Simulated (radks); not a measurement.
Results of a calculation; reference values are marked as such.
Question: These are the eigenvalues of the occupied orbitals of an atom or ion with whole-number occupations (eV). Level of theory: non-relativistic Kohn-Sham, PBE, spin-polarised, spherical densities, point nucleus (a radial shooting solver on a logarithmic mesh with Libxc functionals).

orbital  eigenvalue
1s down   -21366.89
1s up     -21366.88
2s up     -3046.703
2s down   -3045.848
2p up     -2821.318
2p down   -2820.694
3s up     -563.4797
3s down   -563.0787
3p up     -475.1496
3p down   -474.6771
3d up     -312.7805
3d down   -312.0282
4s up     -107.6833
4s down   -103.6966
4p up      -81.1564
4p down    -77.0160
4d up      -39.3531

Which element is it, and in what charge state? The configuration may be excited. Open shells, if any, are filled with parallel spins first.

Answer: Z = 44, ruthenium, charge +3: Ru3+ in [Kr] 4d5. The list shows which subshells hold electrons but not how many an open one holds; the 1s level, -785.22 hartree, gives Z - s = 39.6 by -(Z - s)^2/2, which with screening narrows Z to a few neighbours, and the depths of the outer levels then fix element, charge and occupations together.
